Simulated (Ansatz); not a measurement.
Species: C$_{4}$H$_{5}$OSi, net charge 0, doublet state. It need not be the lowest isomer of its formula. 
Structure (B3LYP-D3(BJ)/def2-TZVP (Ansatz, a program for electronic structure) minimum search):
```xyz
11

Si    -2.0507     0.3532     0.0460
C     -0.2288     0.0205    -0.0018
C      0.4098    -1.1099    -0.3919
O      1.7325    -1.0683    -0.3224
C      2.0324     0.1978     0.1561
C      0.8866     0.8840     0.3618
H     -2.4791     0.6798     1.4266
H     -2.3870     1.5073    -0.8206
H     -2.7714    -0.8486    -0.4260
H      3.0777     0.4150     0.2789
H      0.8104     1.8941     0.7306
```
Charge 0, spin multiplicity 2.

Basis-set convergence of Hartree-Fock and CCSD correlation energies (hartree) with Ansatz. Correlated levels leave the core frozen unless marked. UHF or UKS for open shells. No spin-orbit coupling. No relativistic terms.

The UHF reference is spin-contaminated (<S^2> 0.30 over the pure value in the largest basis). 

| basis | functions | E(HF) | E(corr, CCSD) |
|---|---|---|---|
| cc-pV(D+d)Z | 118 | -518.09444 | -0.81565 |
| cc-pV(T+d)Z | 259 | -518.16867 | -0.98014 |
| cc-pV(Q+d)Z | 489 | -518.18757 | -1.03440 |

Extrapolating the two largest sets (X = 3 and 4) as X^-3: E(corr) = (64·(-1.03440) - 27·(-0.98014))/37 = -1.0740 Eh, an estimate of the basis-set limit. The largest set recovers 96.3 % of it, the smallest 75.9 %.
